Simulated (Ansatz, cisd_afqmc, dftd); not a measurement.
Species: I₂, charge 0, singlet. I2 (molecular iodine, SMILES II).
B3LYP-D3(BJ)/def2-TZVP minimum from Ansatz (an electronic-structure program):
```xyz
2

I      0.0000     0.0000    -1.3474
I      0.0000     0.0000     1.3474
```

Quantity: atomisation energy (electronic, to ground-state atoms), in kcal/mol. Open shells are spin-unrestricted; no spin-orbit coupling. Cores are frozen in correlated methods (noble-gas shells, and filled d and f shells in the p block). Past Kr the def2 sets carry scalar-relativistic core potentials. The Monte Carlo rows (phaseless AFQMC, CISD trial, step 0.005/hartree) carry one-sigma bars that omit the constraint's bias. Outlying blocks are dropped, and bars are widened where a walk drifts. Over all cases where full CI ran beside it in this data, AFQMC minus full CI had a median of +0.1 mEh and passed +0.4 mEh in a tenth of the cases. CBS(X,Y): correlation extrapolated as X^-3, Hartree-Fock from the larger set. A bracket is a step between two methods taken in the basis named. Spin-orbit terms, left out, reach several kcal/mol for Br and I, and more for heavier atoms.

```json
[
 {"level": "r2SCAN-D4/def2-TZVPD", "program": "Ansatz + dftd4", "atomisation energy (kcal/mol)": "46.8", "difference against the last row": "-0.6"},
 {"level": "r2SCAN/def2-TZVPD", "program": "Ansatz", "atomisation energy (kcal/mol)": "46.6", "difference against the last row": "-0.8"},
 {"level": "B3LYP/def2-TZVPD", "program": "Ansatz", "atomisation energy (kcal/mol)": "43.4", "difference against the last row": "-4.0"},
 {"level": "PBE0-D3(BJ)/def2-TZVPD", "program": "Ansatz + dftd3", "atomisation energy (kcal/mol)": "47.8", "difference against the last row": "0.4"},
 {"level": "PBE0-D4/def2-TZVPD", "program": "Ansatz + dftd4", "atomisation energy (kcal/mol)": "47.8", "difference against the last row": "0.4"},
 {"level": "CAM-B3LYP-D3(BJ)/def2-TZVPD", "program": "Ansatz + dftd3", "atomisation energy (kcal/mol)": "42.2", "difference against the last row": "-5.2"},
 {"level": "B2PLYP/def2-TZVPD", "program": "Ansatz", "atomisation energy (kcal/mol)": "42.8", "difference against the last row": "-4.6"},
 {"level": "MP2/def2-SVP", "program": "Ansatz", "atomisation energy (kcal/mol)": "33.9", "difference against the last row": "-13.5"},
 {"level": "CCSD/def2-SVP", "program": "Ansatz", "atomisation energy (kcal/mol)": "30.9", "difference against the last row": "-16.5"},
 {"level": "CCSD/def2-QZVPP", "program": "Ansatz", "atomisation energy (kcal/mol)": "41.0", "difference against the last row": "-6.4"},
 {"level": "CCSD/CBS(def2-TZVPP,def2-QZVPP)", "program": "Ansatz", "atomisation energy (kcal/mol)": "43.2", "difference against the last row": "-4.2"},
 {"level": "AFQMC/CISD/def2-TZVPP", "program": "cisd_afqmc", "atomisation energy (kcal/mol)": "40.2 ± 0.3", "difference against the last row": "-7.2"},
 {"level": "CCSD(T)/CBS(def2-TZVPP,def2-QZVPP) + [CCSDTQ - CCSD(T)]/def2-SVP", "program": "Ansatz", "atomisation energy (kcal/mol)": "47.5", "difference against the last row": "0.1"},
 {"level": "CCSD(T)/CBS(def2-TZVPP,def2-QZVPP) + [CCSDT(Q) - CCSD(T)]/def2-TZVPP + [CCSDTQ - CCSDT(Q)]/def2-SVP", "program": "Ansatz", "atomisation energy (kcal/mol)": "47.4", "difference against the last row": "0.0"}
]
```
